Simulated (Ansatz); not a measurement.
Frontier orbitals of `[SiH2]1[SiH2][GeH2][GeH2][SiH2]1`.

```xyz
15

Si   -1.860    0.295   -0.545
Si   -0.136   -0.509   -1.909
Ge    1.489   -1.297   -0.346
Ge    1.133    0.059    1.654
Si   -0.703    1.488    1.103
H    -2.548   -0.865    0.093
H    -2.870    1.110   -1.274
H    -0.572   -1.559   -2.870
H     0.445    0.629   -2.675
H     2.926   -1.160   -0.879
H     1.238   -2.780   -0.014
H     2.394    0.858    2.029
H     0.770   -0.852    2.841
H    -1.536    1.837    2.285
H    -0.171    2.745    0.506
```

Charge 0, multiplicity 1. Correlated methods include outer-core shells of Ge, which these sets cover unevenly. Scalar relativity is left out up to krypton. Geometry: relaxed with PBE0-D4/def2-TZVP. Basis def2-TZVPP, the Gaussian-basis code of Ansatz.

Orbital energies of one run (eV). Highest occupied ones, from the top: -6.74, -6.75, -7.29, -7.29, -8.00, -8.03, -8.68, -8.73, -9.09, -9.28, -11.77, -12.00, -13.67, -13.73. Empty: -1.78, -1.31, -1.25, -1.01, -0.96, -0.77.

Which functional gave them?
A. r2SCANh
B. CAM-B3LYP
C. LDA (SPW92)
D. LC-ωPBE

C. HOMO energies: LDA (SPW92) -6.74, r2SCANh -7.23, CAM-B3LYP -8.75, LC-ωPBE -10.02 eV.

LC-ωPBE has ω = 0.4 bohr⁻¹.
